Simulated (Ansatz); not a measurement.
Coupled-cluster diagnostics for Ag2F2⁻, Ansatz.

Geometry of the doublet (PBE-D4/def2-TZVPD):

```xyz
4

Ag    1.6435    0.3993    1.2738
Ag   -0.5002   -0.1229   -0.3800
F    -1.8102   -0.6850    1.0458
F     0.6669    0.4085   -1.9396
```

In the def2 sets Ag takes a core potential; there is no spin–orbit coupling. Correlated methods freeze 2 core orbitals; core or outer-core shells of Ag are correlated, in sets that lack core-valence functions. No other spin state of charge -1 was run. Another isomer (doublet) lies 0.14 eV lower at PBE0-D4/def2-TZVPD; other spin states weren't run for this one.

(1) Estimate the CCSD(T) correlation energy, the shares of MP2 and (T), T1 and the reference's ⟨S²⟩ for: charge -1, doublet, own geometry in def2-SVPD; and the rough time on 4 threads of Arm Neoverse V2 on a shared host.

Answers

(1) 
| state | basis | correlation (eV) | MP2 share (%) | (T) share (%) | T1 | ⟨S²⟩ (pure) | wall time |
| --- | --- | --- | --- | --- | --- | --- | --- |
| charge -1, doublet, own geometry | def2-SVPD | -30.883 | 100.0 | 2.9 | 0.025 | 0.75 (0.75) | 2.2 min |
Customary marks for T1 are 0.02 (closed shells), 0.045 (open shells) and about 0.05 (3d metals). T1 exceeds 0.02 in 1 of 1 rows and 0.045 in 0; the higher it lies, the less the single-reference result can be trusted.
